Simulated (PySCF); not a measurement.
CaHO, SMILES [OH][Ca], multiplicity 2.

The structure is a stationary point at PBE-D3(BJ)/def2-TZVPD.

Two levels are set side by side: PBE/def2-TZVPD (PySCF) and B3LYP/def2-TZVPD (PySCF). Same geometry, gas phase. Differences are taken from unrounded values.

```tsv
quantity	B3LYP
α-spin orbital gap (eV)	2.81
β-spin orbital gap (eV)	5.32
dipole moment (D)	1.12
mean polarisability (bohr³)	141.1
```

Task: What does PBE give, and how far is it from B3LYP? (The exact figures need the calculation; the answer reports its results.)

Result: 
| quantity | PBE | PBE minus B3LYP |
|---|---|---|
| α-spin orbital gap (eV) | 1.87 | -0.95 |
| β-spin orbital gap (eV) | 3.96 | -1.36 |
| dipole moment (D) | 0.83 | -0.29 |
| mean polarisability (bohr³) | 154.9 | 13.7 |

PBE's more diffuse valence density responds more strongly to a field. Differences between two approximate levels are no errors against the true value.

Rough cost on one machine, each run with all the roots and properties that it gave: B3LYP against PBE within a factor of 2.
